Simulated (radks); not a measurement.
The numbers below are computed, except where a source is named.
Spherical jellium clusters: N electrons in a uniform positive sphere of charge N and radius rs N^(1/3), rs = 4.12 bohr. Level of theory: non-relativistic Kohn-Sham, LDA (Slater exchange, Perdew-Wang correlation), spin-polarised, spherical densities (a radial shooting solver with Libxc functionals). Levels are named by radial order and angular momentum (1s, 1p, 1d, 2s, ...), and open shells are averaged over m.

N = 11, configuration 1s2 1p6 1d(up 3, down 0). This is the lowest configuration that the search found. Occupied and some empty levels:

level    occupation  eigenvalue (eV)  <r> (bohr)
1s up             1          -4.7568       5.963
1s down           1          -4.5037       5.771
1p up             3          -3.7657       7.096
1p down           3          -3.4463       7.056
1d up             3          -2.5297       8.056
1d down           0          -2.1979       8.132
2s up             0          -1.9840       7.405
2s down           0          -1.8179       7.573
1f up             0          -1.1597       9.146
1f down           0         -0.85860       9.403
2p up             0         -0.79940       10.24
2p down           0         -0.65531       10.67

Energy (eV): total -19.2694, kinetic 18.494, external -422.87, Hartree 207.93, exchange-correlation -38.436, background 215.61.
